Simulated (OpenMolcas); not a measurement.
# OpenMolcas run: Si2+

Input:

```
&GATEWAY
Coord
1

Si 0.0 0.0 0.0
Basis=ANO-RCC-VDZP
Group=XYZ
NoMove
AngMom=0.0 0.0 0.0
AMFI
&SEWARD
* reference wave functions (RASSCF and RASSI steps not shown): 2 electrons in 8 orbitals (3s 3p 4s 4p)
>>> COPY JOB001 $Project.JobIph
&CASPT2
Multistate=3 1 2 3
NoMult
Frozen=1 0
IPEA=0.75
Shift=0.25
MaxIter=60
WThr=0.0 0.3 0.05
PrWF=0.5
NoMix
>>> COPY JOB002 $Project.JobIph
&CASPT2
Multistate=7 1 2 3 4 5 6 7
NoMult
Frozen=1 0
IPEA=0.75
Shift=0.25
MaxIter=60
WThr=0.0 0.3 0.05
PrWF=0.5
NoMix
>>> COPY JOB003 $Project.JobIph
&CASPT2
Multistate=3 1 2 3
NoMult
Frozen=1 0
IPEA=0.75
Shift=0.25
MaxIter=60
WThr=0.0 0.3 0.05
PrWF=0.5
NoMix
...
```

Launched by
```bash
OMP_NUM_THREADS=1 MOLCAS_MEM=2252 MOLCAS_PROJECT=a pymolcas a.inp > a.log  # once for each step of the input, in one work folder
```

Output, cut to the results:

```
--- CASPT2 ---
Orbital specifications:
      -----------------------

      Symmetry species                           1   2
                                                ag  au
      Frozen orbitals                            1   0
      Inactive orbitals                          1   3
      Active orbitals                            2   6
      Secondary orbitals                         5   0
      Deleted orbitals                           0   0
      Number of basis functions                  9   9
Type of calculation                        SS-CASPT2
      Fock operator                              state-specific
      IPEA shift                                 0.75
      Real shift                                 0.25
      Imaginary shift                            0.00
      The input orbitals will be transformed to quasi-canonical
Reference energy:        -288.0460139281
      E2 (Non-variational):      -0.0090358870
      Shift correction:          -0.0009017496
      E2 (Variational):          -0.0099376366
      Total energy:            -288.0559515647
      Residual norm:              0.0000006269
      Reference weight:           0.99641
      Contributions to the CASPT2 correlation energy
      Active & Virtual Only:         -0.0045728733
      One Inactive Excited:          -0.0011359428
      Two Inactive Excited:          -0.0033270708
Reference energy:        -288.0460139281
      E2 (Non-variational):      -0.0090359084
      Shift correction:          -0.0009017517
      E2 (Variational):          -0.0099376601
      Total energy:            -288.0559515883
      Residual norm:              0.0000006269
      Reference weight:           0.99641
      Contributions to the CASPT2 correlation energy
      Active & Virtual Only:         -0.0045728745
      One Inactive Excited:          -0.0011359631
      Two Inactive Excited:          -0.0033270708
::    CASPT2 Root  1     Total energy:   -288.05595156
::    CASPT2 Root  2     Total energy:   -288.05595159
::    CASPT2 Root  3     Total energy:   -288.05595154
--- CASPT2 ---
Orbital specifications:
      -----------------------

      Symmetry species                           1   2
                                                ag  au
      Frozen orbitals                            1   0
      Inactive orbitals                          1   3
      Active orbitals                            2   6
      Secondary orbitals                         5   0
      Deleted orbitals                           0   0
      Number of basis functions                  9   9
Type of calculation                        SS-CASPT2
      Fock operator                              state-specific
      IPEA shift                                 0.75
      Real shift                                 0.25
      Imaginary shift                            0.00
      The input orbitals will be transformed to quasi-canonical
Reference energy:        -288.6398624967
      E2 (Non-variational):      -0.0057513095
      Shift correction:          -0.0002307631
      E2 (Variational):          -0.0059820726
      Total energy:            -288.6458445694
      Residual norm:              0.0000000110
      Reference weight:           0.99908
      Contributions to the CASPT2 correlation energy
      Active & Virtual Only:         -0.0007530069
      One Inactive Excited:          -0.0013403659
      Two Inactive Excited:          -0.0036579367
Reference energy:        -287.9961695979
      E2 (Non-variational):      -0.0351794545
      Shift correction:          -0.0100005590
      E2 (Variational):          -0.0451800135
      Total energy:            -288.0413496113
      Residual norm:              0.0000000902
      Reference weight:           0.96154
      Contributions to the CASPT2 correlation energy
      Active & Virtual Only:         -0.0306076032
      One Inactive Excited:          -0.0011461939
      Two Inactive Excited:          -0.0034256574
::    CASPT2 Root  1     Total energy:   -288.64584457
::    CASPT2 Root  2     Total energy:   -288.04134961
::    CASPT2 Root  3     Total energy:   -288.04134971
::    CASPT2 Root  4     Total energy:   -288.04134980
::    CASPT2 Root  5     Total energy:   -288.04135016
::    CASPT2 Root  6     Total energy:   -288.04135564
::    CASPT2 Root  7     Total energy:   -287.91556601
--- CASPT2 ---
Orbital specifications:
      -----------------------

      Symmetry species                           1   2
                                                ag  au
      Frozen orbitals                            1   0
      Inactive orbitals                          1   3
      Active orbitals                            2   6
      Secondary orbitals                         5   0
      Deleted orbitals                           0   0
      Number of basis functions                  9   9
Type of calculation                        SS-CASPT2
      Fock operator                              state-specific
      IPEA shift                                 0.75
      Real shift                                 0.25
      Imaginary shift                            0.00
      The input orbitals will be transformed to quasi-canonical
Reference energy:        -288.3996256731
      E2 (Non-variational):      -0.0083233406
      Shift correction:          -0.0008400651
      E2 (Variational):          -0.0091634057
      Total energy:            -288.4087890787
      Residual norm:              0.0000000061
      Reference weight:           0.99665
      Contributions to the CASPT2 correlation energy
      Active & Virtual Only:         -0.0037513491
      One Inactive Excited:          -0.0010802684
      Two Inactive Excited:          -0.0034917231
Reference energy:        -288.3996256731
      E2 (Non-variational):      -0.0083233438
      Shift correction:          -0.0008400662
      E2 (Variational):          -0.0091634099
      Total energy:            -288.4087890830
...
```

Levels above the lowest, from the spin-orbit matrix with the single-state CASPT2 energies, averaged by term, on its diagonal:

| Configuration | Term | J | E (cm⁻¹) | Measured (cm⁻¹) | g | Term weight % |
| --- | --- | --- | --- | --- | --- | --- |
| 3s² | ¹S | 0 | 0.0 | 0.0 |  | 100 |
| 3s 3p | ³P° | 0 | 51815 | 52725 |  | 100 |
| 3s 3p | ³P° | 1 | 51921 | 52853 | 1.501 | 100 |
| 3s 3p | ³P° | 2 | 52134 | 53115 | 1.501 | 100 |
| 3s 3p | ¹P° | 1 | 87384 | 82884 | 1.000 | 100 |

Against the 4 measured excited levels shown (NIST levels in Kelleher and Podobedova, J. Phys. Chem. Ref. Data 37, 1285 (2008)) the mean absolute deviation is 1800 cm-1; the largest miss in energy is 3s 3p ¹P°₁: computed 87384, measured 82884 cm⁻¹ (+5.4 %).

The run also gave levels led by 3s 4s, which use shells meant for correlation; these and all levels above them are left out. Computed and measured levels are paired by configuration, term and J; levels that our copy of the source lacks, or whose pairing is in doubt (as where it misses far off the trend of its configuration), stay unpaired and out of the deviations. Levels of configurations outside the active space are missing. The first state left out of the spin-orbit step lies near 150000 cm-1 above the lowest spin-free state of the reference (among the parities and spins computed), and the list stops at four fifths of that energy or lower.

The CASPT2 steps took 2.5 s on 1 thread of Intel(R) Xeon(R) Platinum 8488C (Sapphire Rapids), on a shared host; the integral step is not counted.

The term weight is that of the spin-free term in the level, not the purity of its configuration. ° marks odd parity.
